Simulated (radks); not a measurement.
The nuclear charge of the manganese ion Mn+ is varied continuously with 24 electrons held in [Ar] 3d5 4s1. All-electron calculation, non-relativistic Kohn-Sham, BLYP, spin-unpolarised, spherical densities, point nucleus. Program: a radial shooting solver on a logarithmic mesh with Libxc functionals. By the Hellmann-Feynman theorem dE/dZ = E(electron-nucleus)/Z, the electronic potential at the nucleus.

| Z | E (hartree) | E(electron-nucleus)/Z (hartree) | HOMO | e(HOMO) (eV) | <r> HOMO (bohr) |
|---|---|---|---|---|---|
| 24 | -1044.32241 | -103.386 | 3d | -2.928 | 1.508 |
| 24.2 | -1065.11393 | -104.529 | 3d | -4.886 | 1.419 |
| 24.4 | -1086.13351 | -105.667 | 4s | -6.699 | 3.175 |
| 24.6 | -1107.38031 | -106.801 | 4s | -8.292 | 3.049 |
| 24.8 | -1128.85363 | -107.932 | 4s | -9.995 | 2.934 |
| 25 | -1150.55285 | -109.060 | 4s | -11.803 | 2.830 |
| 25.2 | -1172.47748 | -110.186 | 4s | -13.712 | 2.735 |
| 25.4 | -1194.62706 | -111.310 | 4s | -15.717 | 2.648 |
| 25.6 | -1217.00122 | -112.432 | 4s | -17.816 | 2.567 |
| 25.8 | -1239.59963 | -113.552 | 4s | -20.005 | 2.493 |
| 26 | -1262.42198 | -114.671 | 4s | -22.283 | 2.423 |

The central difference of E at Z = 25 is -109.060 hartree, to compare with the third column; the second derivative is -5.64 hartree.
